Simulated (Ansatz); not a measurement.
```yaml
crystal:
  periodic: [false, false, false]
  atoms:
    - {symbol: O, position_ang: [1.790817, 0.504676, -0.952596]}
    - {symbol: B, position_ang: [1.066255, -0.239217, 0.011425]}
    - {symbol: F, position_ang: [1.822265, -1.114835, 0.791218]}
    - {symbol: Si, position_ang: [-1.045333, -0.111008, 0.337372]}
    - {symbol: H, position_ang: [1.218457, 1.127535, -1.499700]}
    - {symbol: H, position_ang: [-1.348265, 0.341631, 1.801002]}
    - {symbol: H, position_ang: [-1.684717, 0.928468, -0.643174]}
    - {symbol: H, position_ang: [-1.722774, -1.497309, 0.095969]}
basis:
  gaussian: {orbitals: 6-31G}
total_charge: 1
magnetization: {spin_polarized: false, initial_magnetization: 1}
hamiltonian: {xc: {name: SVWN5}}
output: {forces: true}
```

```sh
$ ansatz run in.yaml --threads 2 --pin off --events-out ev --progress --plain --max-ram 4352MiB
```

Output, abridged:

```
Functional definition: SVWN5
544 factors; integrals over basis functions are off by at most 1.9e-4 eV
mean field evaluation 1: about -13283.0925 eV, gradient 9.1e1 eV
mean field evaluation 2: about -13283.0599 eV, gradient 9.1e1 eV
mean field evaluation 4: about -13294.3570 eV, gradient 3.2e1 eV
mean field evaluation 8: about -13299.9711 eV, gradient 6.5e0 eV
mean field evaluation 16: about -13300.0996 eV, gradient 1.3e-2 eV
mean field -13300.09963849 eV, -488.7696465831 hartree, gradient 3.3e-5 eV, S^2 0.750000; 5 other end points of the search recorded, 0 dependent functions left out
reference -13300.09966621 eV, -488.7696476019 hartree; 20, 19 occupied and 28, 29 virtual orbitals, 544 factors
Total energy: -13300.09966621 eV, -488.7696476019 hartree
Atom 0 at     1.790817     0.504676    -0.952596 Å, force    -3.398314    -0.746030     1.556324 eV/Å
Atom 1 at     1.066255    -0.239217     0.011425 Å, force     4.684775    -0.693649    -0.284708 eV/Å
Atom 2 at     1.822265    -1.114835     0.791218 Å, force    -2.106752     1.338424    -0.981779 eV/Å
Atom 3 at    -1.045333    -0.111008     0.337372 Å, force    -2.371755     0.224891     0.278797 eV/Å
Atom 4 at     1.218457     1.127535    -1.499700 Å, force     0.867848     0.071878    -0.268986 eV/Å
Atom 5 at    -1.348265     0.341631     1.801002 Å, force     0.726099    -0.147669    -0.503072 eV/Å
Atom 6 at    -1.684717     0.928468    -0.643174 Å, force     0.771924    -0.390981     0.251826 eV/Å
Atom 7 at    -1.722774    -1.497309     0.095969 Å, force     0.826176     0.343136    -0.048403 eV/Å
Dipole moment:    -0.726128     0.426330    -0.300859 e Å
```

Run time 1.4 s (2 threads of an Intel Xeon Platinum 8488C on a shared host); peak host memory 0.11 GiB.
